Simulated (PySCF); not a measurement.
How methods differ on the ionisation energy of Ge

Ge [Ar] 3d10 4s2 4p2 (3P) → Ge⁺ [Ar] 3d10 4s2 4p1 (2P), as a difference of total energies. Calculation: PySCF 2.14, in def2-QZVPPD (12s7p5d4f1g, 95 functions); the non-relativistic Hamiltonian (point nucleus). Correlated levels: valence: [Ar] 3d10 frozen; valence and next inner shell: [Ne] frozen. The calculations carry no spin-orbit coupling.

| method | ionisation energy (eV) |
| --- | --- |
| UHF | 7.434 |
| LDA | 8.039 |
| PBE | 7.919 |
| PBE0 | 7.953 |
| r2SCAN | 8.076 |
| B2PLYP | 7.791 |
| wB97X | 7.743 |
| B3LYP | 7.898 |
| BP86 | 8.019 |
| MP2 (valence) | 7.808 |
| SCS-MP2 (valence) | 7.732 |
| MP2 (valence and next inner shell) | 7.902 |
| SCS-MP2 (valence and next inner shell) | 7.794 |

Question: How much does correlation contribute at MP2 (valence and next inner shell)?

Answer: 7.902 − (7.434) = 0.468 eV, measured against UHF.

A first-order spin-orbit estimate (lowest level to lowest level, LS coupling) adds -0.027 eV.

These non-relativistic numbers lack the scalar-relativistic shift.

Errors of the correlated levels include the incompleteness of this basis and the frozen core.

For comparison: 7.899 eV (measured; NIST Atomic Spectra Database, ionization energies).
